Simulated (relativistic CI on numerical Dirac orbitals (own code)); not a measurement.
Hyperfine structure of Nd LIX, mass number 143

Computed by Dirac-Coulomb-Breit CI, orbitals from a KLI potential per configuration, QED by a radiative potential, unscaled Slater integrals (own radial code, finite nucleus).

Configurations in the expansion: 1s2, 1s.2s, 1s.2p, 1s.3s, 1s.3p, 1s.3d, 1s.4s, 1s.4p, 1s.4d, 1s.4f, 1s.5s, 1s.5p, 1s.5d, 1s.5f, 1s.5g, 1s.6s, 1s.6p, 1s.6d, 2s2. Levels of other configurations are missing.

Nuclear spin I = 7/2, μ = -1.065 μN, Q = -0.61 b (tables of Stone and Pyykkö). The electronic factors are computed for point nuclear moments, without core polarisation or the Bohr-Weisskopf and QED corrections.

```
      Level   E (eV)  A (GHz)  B (GHz)
 1s.2s 3S_1  37616.9   -12830   0.0111
1s.2p 3P°_1  37705.2   -11770     24.5
1s.2p 3P°_2  38322.5    -5744     -554
1s.2p 1P°_1  38362.2     5446     -298
 1s.3s 3S_1  44773.4   -11750   0.0142
1s.3p 3P°_1  44797.3   -11430     6.65
1s.3p 3P°_2  44980.9    -5676     -172
 1s.3d 3D_2  44989.8    -5665      -34
```

Levels with J = 0, under 50 % of one LS term, or S terms without an open s electron are left out. Small factors come from cancelling terms and can be off by tens of per cent or more.

At this charge energies of transitions that change n are usually good to better than 1 %, and those within a shell (Δn = 0) to a few per cent.

Give the hyperfine levels of 1s.2s 3S_1 relative to its centre of gravity.

With K = F(F + 1) − I(I + 1) − J(J + 1), E = AK/2 + B[¾K(K + 1) − I(I + 1)J(J + 1)]/[2I(2I − 1)J(2J − 1)]: F = 5/2: 57740, F = 7/2: 12830, F = 9/2: -44910 GHz.

LS names give the leading component of a level, which can be under half, so a name can repeat, a term be missing and a line seem to break the LS rules.
